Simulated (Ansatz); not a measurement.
Abstraction of Br: C3H7Br + C2H5Si → C3H7 + C2H5BrSi

Species: C3H7Br (2-bromopropane) `CC(C)Br`, singlet; C2H5Si `C=C[SiH2]`, doublet; C3H7 (methylethyl) `C[CH]C`, doublet; C2H5BrSi `C=C[SiH2]Br`, singlet. A radical takes Br: the energy is the difference in strength between the C–Br bond broken and the Si–Br bond made.

Shapes, held fixed at every level: PBE0-D4/def2-TZVP. Flexible molecules stand in one conformer, not always the lowest. Programs: Ansatz 0.2.0. The zero-point and thermal change to 298 K, harmonic and unscaled (PBE0-D4/def2-TZVP), is -4.2 kJ/mol.

| level | kind | ΔH(298 K) (kJ/mol) |
| --- | --- | --- |
| HF/def2-SVP | Hartree–Fock | -119.1 |
| HF/def2-TZVPP | Hartree–Fock | -123.0 |
| PBE-D4/def2-TZVPP | GGA | -82.2 |
| r2SCAN-D4/def2-TZVPP | meta-GGA | -97.4 |
| B3LYP-D4/def2-TZVPP | global hybrid | -95.0 |
| BHLYP-D4/def2-TZVPP | global hybrid | -108.5 |
| PBE0-D4/def2-TZVPP | global hybrid | -92.9 |
| B2PLYP/def2-TZVPP | double hybrid | -96.7 |

B2PLYP/def2-TZVPP gives ΔH(298 K) = -96.7 kJ/mol; the levels span -123.0 to -82.2. The median of the levels is -97.0. No measured value is set beside it here. Spin contamination: C2H5Si (⟨S²⟩ up to 0.90). Open shells run unrestricted. Relativity is left out for Br. Outer-core shells of Br are correlated, in sets that cover them unevenly.
